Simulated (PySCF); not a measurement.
Species: C7H6N2.
Numbering: `[CH3:1][CH:2]=[C:3]=[C:4]([C:5]#[N:6])[CH2:7][C:8]#[N:9]` (hydrogens: H10, H11, H12 on C1; H13 on C2; H14, H15 on C7)

Level of theory: PBE0-D3(BJ)/def2-SVP geometry optimisation, gas phase (PySCF).

**Question.** Give the optimised bond lengths and angles.

**Answer.** 
| bond | length (Å) |
| --- | --- |
| C1–C2 | 1.498 |
| C2=C3 | 1.305 |
| C3=C4 | 1.320 |
| C4–C5 | 1.434 |
| C5≡N6 | 1.159 |
| C4–C7 | 1.521 |
| C7–C8 | 1.460 |
| C8≡N9 | 1.156 |
| C1–H10, C1–H11, C1–H12 | 1.100 |
| C2–H13 | 1.099 |
| C7–H14, C7–H15 | 1.101 |

Bonds in one row agree within 0.01 Å and their mean is given. A selection of angles:
| angle | degrees |
| --- | --- |
| C2–C1–H10 | 110.1 |
| C2–C1–H12 | 111.7 |
| H10–C1–H11 | 107.2 |
| H10–C1–H12 | 108.7 |
| C1–C2–C3 | 125.3 |
| C1–C2–H13 | 117.6 |
| C3–C2–H13 | 117.1 |
| C2–C3–C4 | 179.6 |
| C3–C4–C5 | 120.1 |
| C3–C4–C7 | 122.4 |
| C5–C4–C7 | 117.5 |
| C4–C5–N6 | 178.4 |
| C4–C7–C8 | 112.5 |
| C4–C7–H14 | 110.1 |
| C8–C7–H14 | 108.7 |
| H14–C7–H15 | 107.5 |
| C7–C8–N9 | 179.5 |

Dihedral angles: C3–C4–C7–C8 -107° (anticlinal). The mirror-image conformer, all signs reversed, is as good.

The C–C distances run from 1.305 Å (C2=C3, drawn double) to 1.521 Å (C4–C7, drawn single), a spread of 0.216 Å.

Point group: C1 (no symmetry element, even within 0.4 Å). PBE0-D3(BJ)/def2-SVP frequencies: not computed here. The numbers are those of one conformer.

Hardware: one thread, Arm Neoverse V2, on a shared host. Cost: 1.7 min. That covers the optimisation of the geometry.
